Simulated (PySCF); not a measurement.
ORD: `CC[C@H](Br)[C@@H](F)C#N`, C5H7BrFN

Geometry:
```
atom   x (Å)   y (Å)   z (Å)
  C1  -2.108  -0.138   0.256
  C2  -0.649   0.237   0.477
  C3   0.235  -0.181  -0.688
 Br4   0.340  -2.136  -0.843
  C5   1.671   0.342  -0.559
  F6   1.652   1.717  -0.667
  C7   2.268  -0.039   0.712
  N8   2.726  -0.343   1.712
  H9  -2.708   0.198   1.096
 H10  -2.218  -1.216   0.166
 H11  -2.492   0.327  -0.650
 H12  -0.283  -0.223   1.399
 H13  -0.559   1.323   0.583
 H14  -0.183   0.170  -1.636
 H15   2.304  -0.030  -1.379
```

Method: PySCF, TDDFT PBE0/def2-SVPD circular dichroism and optical rotation, one conformer, gas phase. Geometry: GFN2-xTB.

The molecule is flexible and this is one conformer; a measurement averages over conformers. The calculation is non-relativistic, which matters for the atoms heavier than Zn.

Stereocentres: C3 S, C5 S.

(1) Give the optical rotatory dispersion at 633, 589.3, 546, 436, 405, 365, 355 nm.

(2) And for the mirror image at 589.3 nm?

(3) What is the molar rotation [Φ] = [α]·M/100 of the geometry above at 589.3 nm?

## Answers

(1) [α] in deg dm⁻¹ (g/mL)⁻¹:
```csv
λ (nm),origin-invariant length gauge,modified velocity gauge,length gauge (centre of mass),isotropic polarisability (au)
633,-81.2,-79.5,-82.9,86.0
589.3,-94.8,-92.8,-96.7,86.3
546,-112.0,-109.7,-114.3,86.6
436,-186.4,-182.4,-190.0,88.1
405,-221.8,-217.1,-226.0,88.8
365,-285.8,-279.7,-291.2,89.9
355,-306.5,-299.9,-312.2,90.3
```

(2) +94.8 deg dm⁻¹ (g/mL)⁻¹ (origin-invariant length gauge): the same size and the opposite sign.

(3) With M = 180.02 g/mol, -170.7 deg cm² dmol⁻¹ (origin-invariant length gauge).

The first excitation lies at 6.00 eV (207 nm) with R = +4.4 × 10⁻⁴⁰ esu² cm² (velocity form).
